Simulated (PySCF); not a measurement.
C6H6, SMILES C#C/C=C\C=C.

Geometry optimised at B3LYP-D3(BJ)/def2-SVP. The values are those of a single conformer.

Two levels are set side by side: TDA-PBE/def2-SVPD (PySCF) and TDA-PBE0/def2-SVPD (PySCF). Vertical, same geometry. The lowest singlet is HOMO−1→LUMO 100 % with PBE and HOMO−1→LUMO 97 % with the other functional; states are paired by order. Differences are taken from unrounded values.

```tsv
quantity	TDA-PBE0	TDA-PBE	TDA-PBE minus TDA-PBE0
lowest singlet excitation (eV)	4.91	4.36	-0.55
lowest triplet excitation (TDA) (eV)	2.56	2.58	0.02
first bright state (f over 0.05) (eV)	5.08	4.80	-0.28
its oscillator strength	0.76	0.53	-0.23
```

Functionals without exact exchange tend to place singlet excitations lower, as here. Differences between two approximate levels are no errors against the true value.

Rough cost on one machine, each run with all the roots and properties that it gave: TDA-PBE0 against TDA-PBE about 2 times.
